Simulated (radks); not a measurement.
Excited configurations of Bi3+: one electron is placed in a higher orbital outside [Xe] 4f14 5d10 6s1. The ground configuration is [Hg]. Method: scalar-relativistic Kohn-Sham, PBEsol, spin-polarised, spherical densities, point nucleus; open shells are filled with parallel spins first (spin-orbit coupling, left out, can overturn this in heavy ions); computed with a radial shooting solver on a logarithmic mesh with Libxc functionals. Excitation = E - E(ground); binding = E(ion) - E, where the ion is the core of charge +4; n* = 4/sqrt(2 binding) in atomic units, and the quantum defect is n - n*.

| outer orbital | excitation (eV) | binding (eV) | n* | quantum defect | eigenvalue (eV) | <r> (bohr) |
|---|---|---|---|---|---|---|
| 5f | 28.905 | 16.277 | 3.657 | 1.343 | -13.077 | 3.257 |
| 6p | 11.586 | 33.595 | 2.546 | 3.454 | -29.346 | 2.432 |
| 6d | 24.760 | 20.422 | 3.265 | 2.735 | -17.637 | 3.438 |
| 6f | 34.467 | 10.714 | 4.508 | 1.492 | -9.265 | 6.225 |
| 7s | 24.461 | 20.720 | 3.241 | 3.759 | -18.585 | 4.102 |
| 7p | 28.348 | 16.833 | 3.596 | 3.404 | -15.022 | 4.827 |
| 7d | 33.123 | 12.058 | 4.249 | 2.751 | -10.671 | 6.314 |
| 7f | 37.815 | 7.366 | 5.436 | 1.564 | -6.506 | 9.842 |

The Delta-SCF ionisation energy is 45.181 eV (NIST Atomic Spectra Database: 45.4 eV, measured). Self-interaction in the functional shifts the binding energies and quantum defects, so they are the method's values and not measured ones.
